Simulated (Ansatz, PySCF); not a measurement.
The pair A = CHN (SMILES C#N) (first 3 atoms), B = C2H3N (SMILES CC#N); geometry from B3LYP-D3(BJ)/def2-TZVP.
(charge 0, multiplicity 1):
```xyz
9

C      0.33630     0.29153     0.28051
N     -0.60583    -0.34621     0.13865
H      1.21049     0.88082     0.45005
C     -0.66687    -0.63006     3.69109
C      0.50122     0.19423     3.43624
N      1.41888     0.84439     3.19657
H     -1.37861    -0.09237     4.31761
H     -1.14214    -0.87802     2.74042
H     -0.37544    -1.55117     4.19593
```

Frozen-core correlation. Rows in 6-31G* carry no dispersion term and start afresh at each structure (6-31G* with six Cartesian d functions).

Run with Ansatz (a program for electronic structure); PySCF for 6-31G* rows. Values without a source in brackets are computed.

Total energies (hartree), monomers frozen at their geometry in the pair:

```json
[
 {"structure": "AB", "B3LYP/6-31G*": "-226.1830158", "B3LYP/def2-TZVPPD": "-226.2814921", "CCSD(T)/aug-cc-pVDZ": "-225.6308616"},
 {"structure": "A in the pair's basis", "B3LYP/6-31G*": "-93.4232011", "B3LYP/def2-TZVPPD": "-93.4649714", "CCSD(T)/aug-cc-pVDZ": "-93.2034505"},
 {"structure": "B in the pair's basis", "B3LYP/6-31G*": "-132.7553626", "B3LYP/def2-TZVPPD": "-132.8116442", "CCSD(T)/aug-cc-pVDZ": "-132.4207795"},
 {"structure": "A", "B3LYP/6-31G*": "-93.4223055", "B3LYP/def2-TZVPPD": "-93.4649132", "CCSD(T)/aug-cc-pVDZ": "-93.2026819"},
 {"structure": "B", "B3LYP/6-31G*": "-132.7544816", "B3LYP/def2-TZVPPD": "-132.8115894", "CCSD(T)/aug-cc-pVDZ": "-132.4200687"}
]
```

Task: Work out the interaction energy without and with the counterpoise correction, and the superposition error, for each level.

Result: 
E(AB) − E(A) − E(B), times 627.509 kcal/mol, with the monomers in their own basis and then in the pair's basis:
- B3LYP/6-31G*: -3.91 uncorrected, -2.79 corrected; the monomers gain 1.11 kcal/mol from borrowed functions
- B3LYP/def2-TZVPPD: -3.13 uncorrected, -3.06 corrected; the monomers gain 0.07 kcal/mol from borrowed functions
- CCSD(T)/aug-cc-pVDZ: -5.09 uncorrected, -4.16 corrected; the monomers gain 0.93 kcal/mol from borrowed functions
